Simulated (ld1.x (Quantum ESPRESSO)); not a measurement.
## Scattering properties, PAW potential for Ni

Ni (Z = 28), PAW, made with ld1.x (Quantum ESPRESSO) 7.5 (LDA (PZ), fully relativistic). Core [Ar], reference 3d8 4s2 4p0. Waves: 4s (bound): rcut 2.00, rcutus 2.10 bohr; 4s channel at 0.7 Ry: rcut 2.00, rcutus 2.10 bohr; 4p (bound, empty): rcut 3.25, rcutus 3.90 bohr; 4p channel at 4.25 Ry: rcut 3.25, rcutus 3.90 bohr; 3d (bound): rcut 0.80, rcutus 1.05 bohr; 3d channel at 0.5 Ry: rcut 0.80, rcutus 1.05 bohr. Local part: all-electron potential smoothed inside 1.05 bohr (lloc = -1). Core correction: Bessel-smoothed model core inside 0.90 bohr. Augmentation charge: BESSEL, radius 0.65 bohr.

Open shells are filled in proportion to 2j + 1 (rel_dist='average').

The phase is arctan(r·u′/u) with u = r·R(r), unwrapped; energies in Ry, scanned from -3 to 5 Ry. A pole is an energy at which the radial function vanishes at the test radius. The pseudo phase is shifted by a multiple of π to meet the all-electron one at the reference energy, and phase errors are pseudo minus all-electron; the curves can meet again beyond the range given. Levels narrower than the energy grid can be missing from the lists of poles.

**Question.** For each channel, where are the poles, and over which energies does the pseudopotential scatter like the atom?

**Answer.**

```csv
channel,radius (bohr),reference energy (Ry),"poles, all-electron","poles, pseudo",unbroken range about the reference energy with phases within 0.05 rad,phase error 1 Ry above the reference energy (rad)
s,4.26,-0.43,"-0.26, 2.13","-0.26, 2.13",below 3.8,+0.000
p1/2,4.26,-0.10,"0.28, 2.72","0.28, 2.69",below 1.1,-0.017
p3/2,4.26,-0.10,"0.29, 2.75","0.29, 2.72",below 1.1,-0.020
d3/2,4.26,-0.68,"-0.67, 1.23, 3.88","-0.67, 1.23, 3.88",the whole range,+0.000
```

The ghost test of this file was not conclusive.

Phases in the s channel:

| E (Ry) | all-electron | pseudo |
| --- | --- | --- |
| -3.00 | 1.428 | 1.428 |
| -2.52 | 1.413 | 1.413 |
| -2.04 | 1.391 | 1.391 |
| -1.56 | 1.357 | 1.357 |
| -1.08 | 1.284 | 1.284 |
| -0.60 | 0.739 | 0.739 |
| -0.12 | -1.686 | -1.686 |
| 0.36 | -1.970 | -1.970 |
| 0.84 | -3.485 | -3.485 |
| 1.32 | -4.490 | -4.490 |
| 1.80 | -4.654 | -4.654 |
| 2.28 | -4.734 | -4.734 |
| 2.76 | -4.804 | -4.804 |
| 3.24 | -4.915 | -4.917 |
| 3.72 | -5.395 | -5.430 |
| 4.20 | -7.433 | -7.457 |
| 4.68 | -7.705 | -7.713 |
